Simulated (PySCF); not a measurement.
C₆H₁₀NO (doublet state).
Numbering: `[CH2:1][C:2](=[CH2:3])[C:4](=[O:5])[N:6]([CH3:7])[CH3:8]` (hydrogens: H9, H10 on C1; H11, H12 on C3; H13, H14, H15 on C7; H16, H17, H18 on C8)

Structure used (GFN2-xTB), in Å, numbered top down from 1:
```
atom  x, y, z in Å
C1     2.3393   -0.9562    0.6125
C2     1.4561   -0.0520    0.0705
C3     1.7270    0.7179   -1.0385
C4     0.1544    0.1810    0.7954
O5     0.1260    0.7928    1.8466
N6    -0.9598   -0.3120    0.2080
C7    -0.9846   -1.0837   -1.0067
C8    -2.2476   -0.0800    0.8191
H9     2.0974   -1.5027    1.5052
H10    3.3022   -1.1252    0.1626
H11    2.6830    0.6621   -1.5290
H12    1.0083    1.4190   -1.4221
H13   -1.5312   -2.0158   -0.8380
H14    0.0254   -1.3216   -1.3300
H15   -1.4909   -0.5282   -1.8026
H16   -2.7198   -1.0280    1.0879
H17   -2.9018    0.4597    0.1305
H18   -2.0922    0.5146    1.7170
```

The hyperfine couplings belong to this conformer and change with its torsions.

Computed, not measured: UKS B3LYP, pcH-1 on C H N O, non-relativistic, mean-field spin-orbit, GIAO (PySCF). Isolated species at its GFN2-xTB geometry (one conformer only). Couplings are sensitive to structure, and on GFN2-xTB geometries they can be far from those on DFT ones. The frame is twisted about the C2–C4 bond at this geometry (dihedral C1–C2–C4–O5 = 72°); couplings at other torsion angles weren't computed. No stability test was run, so a lower SCF solution isn't excluded. ⟨S²⟩ is 0.779 where a pure state has 0.75.

(1) Where do the isotropic ENDOR lines of C3, C1, C2, C4, C7, H9, H12, H11, H10 and H13/H14/H15 fall at 333.1 mT, to first order?

(2) Which pairs are centred on the nuclear Larmor frequency, and which on half the coupling?

(3) At what field would the lower line of C3 fall to zero frequency?

Answers

(1) ν± = |νn ± a/2|, one line for each electron-spin manifold; νn = |g_N| × 7.62259 MHz/T × B.

| nuclei | isotope | g_N | νn (MHz) | a_iso (MHz) | lower line (MHz) | upper line (MHz) |
| --- | --- | --- | --- | --- | --- | --- |
| C3 | 13C | 1.4048 | 3.57 | 56.42 | 24.64 | 31.78 |
| C1 | 13C | 1.4048 | 3.57 | 56.10 | 24.48 | 31.62 |
| C2 | 13C | 1.4048 | 3.57 | -49.76 | 21.31 | 28.45 |
| C4 | 13C | 1.4048 | 3.57 | 6.44 | 0.35 | 6.78 |
| C7 | 13C | 1.4048 | 3.57 | -1.57 | 2.78 | 4.35 |
| H9 | 1H | 5.5857 | 14.18 | -42.85 | 7.24 | 35.61 |
| H12 | 1H | 5.5857 | 14.18 | -42.69 | 7.16 | 35.53 |
| H11 | 1H | 5.5857 | 14.18 | -40.77 | 6.20 | 34.57 |
| H10 | 1H | 5.5857 | 14.18 | -40.55 | 6.09 | 34.46 |
| H13/H14/H15 | 1H | 5.5857 | 14.18 | 0.50 | 13.93 | 14.43 |

The rows for 13C, of low natural abundance, apply to labelled samples.

(2) Centred on νn, since |a| < 2νn: C4, C7 and H13/H14/H15. Centred on |a|/2 and split by 2νn: C3, C1, C2, H9, H12, H11 and H10.

(3) Where νn = |a|/2, that is B = 28.21 MHz/(1.4048 × 7.62259 MHz/T) = 2630 mT, as far as first order holds there.

Means are taken over nuclei equivalent by connectivity, which assumes that they swap fast. H9 and H10 aren't averaged: C1 is flat or nearly so (angle sum 360°), and its turn about the short C1–C2 bond (1.38 Å) is taken as slow. C7 and C8, with what hangs on them, aren't averaged: N6 is flat or nearly so (angle sum 360°), and its turn about the short N6–C4 bond (1.35 Å) is taken as slow.

Hardware: Arm Neoverse V2, one thread, no GPU, shared host. Cost: 73 s of wall time (grids of density and orbitals included), 0.97 GiB resident at most.
